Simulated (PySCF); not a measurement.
## Electron correlation in Sr (strontium, neutral)

[Kr] 5p2, high-spin 3P determinant (an excited configuration). All numbers are calculated (PySCF 2.14, scalar relativity by spin-free X2C-1e, in ANO-RCC-VTZP (7s6p3d1f, 47 functions)). Frozen: [Kr]; 2 electrons correlated.

With two correlated electrons CCSD is exact within the correlated space (frozen core and kept virtual orbitals).

```json
{"level": "CCSD", "correlation energy (mhartree)": "-7.68"}
```

Diagnostics: T1 = 0.016, D1 = 0.0220, largest double amplitude 0.249.

Q: Is a single reference adequate?

A: Not fully. A double-excitation amplitude exceeds 0.15, a sign of near-degeneracy.
